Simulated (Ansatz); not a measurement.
LaCl₃⁺, relaxed as a doublet with UKS PBE0-D4/def2-SVP in Ansatz, starting from the PBE0-D4/def2-SVP geometry of the neutral singlet. Force threshold 0.02 eV/Å.

In the def2 sets La takes a core potential; there is no spin–orbit coupling. In the charge 1 doublet, Cl3 and Cl4 lie 2.69 Å apart (atoms count from 1), so these atoms are partly bonded to each other. No other spin state of charge 1 was run. The structure comes from a short search, and lower isomers may exist.

Start:

```xyz
4

La   -0.1226    0.2367    0.0863
Cl   -0.3519    0.6101   -2.4781
Cl   -1.7393   -1.4552    1.2231
Cl    2.2138    0.6084    1.1687
```

**Question.** Estimate the energy that the relaxation releases and the steps that it takes.

**Answer.** 0.76 eV, in 19 steps; 73 s on 4 threads of Arm Neoverse V2 on a shared host. No frequencies were taken in this run, so the end may be a saddle point.

**Question.** Does the start keep its bonding and symmetry?

**Answer.** By distances, no bond broke or formed. The bond that changes most is La1–Cl2, from 2.60 to 2.51 Å (atoms count from 1). Point group C3v at the start, Cs at the end, both within 0.05 Å.

**Question.** Predict the relaxed structure.

**Answer.** 
Cartesian coordinates in Å:
```
La -0.4735 0.9816 -0.0434
Cl -0.4041 0.4497 -2.4930
Cl -0.7716 -1.2955 1.3598
Cl 1.6492 -0.1357 1.1767
```
Bond lengths: 3 × Cl–La 2.51 to 2.69 Å.
